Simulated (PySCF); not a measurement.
Computed shifts of a molecule C3H6BNO, PBE/pcSseg-1 run with PySCF, GIAO, gas phase, equivalent atoms averaged, in ppm (number of nuclei): ¹³C: 100.5 (1), 87.3 (1), 8.2 (1). ¹⁵N: 84.9 (1). ¹H: 3.71 (1), 2.87 (2), 2.18 (3). References: ¹³C against TMS (σ = 182.0 ppm); ¹¹B against BF3 (σ = 83.9 ppm); ¹⁵N against NH3 (σ = 267.0 ppm); ¹⁷O against H2O (σ = 334.3 ppm); ¹H against TMS (σ = 31.49 ppm), references at their B3LYP-D3(BJ)/def2-TZVP geometries, non-relativistic. Geometry: ωB97X-D3(BJ)/def2-SVP. The values are those of a single conformer.

### Question
Pick the molecule that these values belong to.
A) C#CCB(N)O
B) CC#CB(N)O
C) CC1=CB(N)O1
D) CB(C)N=C=O

### Answer
B, CC#CB(N)O
